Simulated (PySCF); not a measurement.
C7H12O2, singlet, geometry from GFN2-xTB. Base run: CAMB3LYP/STO-3G (PySCF).

Geometry (Å):
```xyz
21

C      2.4989     0.4150    -0.0986
C      1.7564    -0.5412     0.4482
C      2.3077    -1.6697     1.2595
C      0.2740    -0.5629     0.2934
O     -0.4354    -1.4105     0.7817
O     -0.1831     0.4493    -0.4490
C     -1.6013     0.5211    -0.6638
C     -1.8161     1.2789    -1.9659
C     -2.2688     1.2105     0.5218
H      2.0592     1.2092    -0.6753
H      3.5701     0.4280     0.0164
H      3.3887    -1.6007     1.3385
H      2.0358    -2.6196     0.8023
H      1.8682    -1.6567     2.2555
H     -1.9809    -0.5060    -0.7476
H     -1.4257     2.2894    -1.8747
H     -2.8769     1.3263    -2.1936
H     -1.3006     0.7793    -2.7820
H     -2.0972     0.6364     1.4290
H     -1.8583     2.2094     0.6517
H     -3.3390     1.2837     0.3509
```
All else is at PySCF's defaults.

Each row names what was changed in the base input (with any setting that the change needs).

```json
[
 {"change": "base", "E (Eh)": "-418.76055", "HOMO (eV)": "-5.58", "HOMO-LUMO gap (eV)": "9.09", "dipole (D)": "1.20", "core-seconds (rough)": "30", "outcome": "converged"},
 {"change": "functional = pbe0; dispersion = d3bj", "E (Eh)": "-418.59203", "HOMO (eV)": "-4.14", "HOMO-LUMO gap (eV)": "6.38", "dipole (D)": "1.21", "core-seconds (rough)": "10", "outcome": "converged"},
 {"change": "functional = tpssh", "E (Eh)": "-419.12027", "HOMO (eV)": "-3.17", "HOMO-LUMO gap (eV)": "4.82", "dipole (D)": "1.21", "core-seconds (rough)": "20", "outcome": "converged"},
 {"change": "functional = r2scan", "E (Eh)": "-418.82188", "HOMO (eV)": "-2.65", "HOMO-LUMO gap (eV)": "3.93", "dipole (D)": "1.25", "core-seconds (rough)": "10", "outcome": "converged"},
 {"change": "functional = pbe; dispersion = d3bj", "E (Eh)": "-418.50246", "HOMO (eV)": "-2.23", "HOMO-LUMO gap (eV)": "3.44", "dipole (D)": "1.23", "core-seconds (rough)": "9", "outcome": "converged"},
 {"change": "functional = revpbe", "E (Eh)": "-418.91753", "HOMO (eV)": "-2.22", "HOMO-LUMO gap (eV)": "3.44", "dipole (D)": "1.22", "core-seconds (rough)": "10", "outcome": "converged"},
 {"change": "functional = pbe0", "E (Eh)": "-418.57650", "HOMO (eV)": "-4.14", "HOMO-LUMO gap (eV)": "6.38", "dipole (D)": "1.21", "core-seconds (rough)": "7", "outcome": "converged"},
 {"change": "functional = b3lyp5", "E (Eh)": "-418.73614", "HOMO (eV)": "-3.74", "HOMO-LUMO gap (eV)": "5.81", "dipole (D)": "1.21", "core-seconds (rough)": "8", "outcome": "converged"},
 {"change": "functional = hse06", "E (Eh)": "-418.61030", "HOMO (eV)": "-3.73", "HOMO-LUMO gap (eV)": "5.58", "dipole (D)": "1.21", "core-seconds (rough)": "30", "outcome": "converged"},
 {"change": "functional = tpss", "E (Eh)": "-419.15073", "HOMO (eV)": "-2.43", "HOMO-LUMO gap (eV)": "3.67", "dipole (D)": "1.22", "core-seconds (rough)": "10", "outcome": "converged"},
 {"change": "functional = blyp", "E (Eh)": "-418.75915", "HOMO (eV)": "-2.15", "HOMO-LUMO gap (eV)": "3.46", "dipole (D)": "1.21", "core-seconds (rough)": "7", "outcome": "converged"},
 {"change": "functional = pbe", "E (Eh)": "-418.48437", "HOMO (eV)": "-2.23", "HOMO-LUMO gap (eV)": "3.44", "dipole (D)": "1.23", "core-seconds (rough)": "8", "outcome": "converged"},
 {"change": "functional = wb97x_v", "E (Eh)": "-", "HOMO (eV)": "-", "HOMO-LUMO gap (eV)": "-", "dipole (D)": "-", "core-seconds (rough)": "-", "outcome": "cut at the time limit"}
]
```

Total energies compare only within one method and basis.
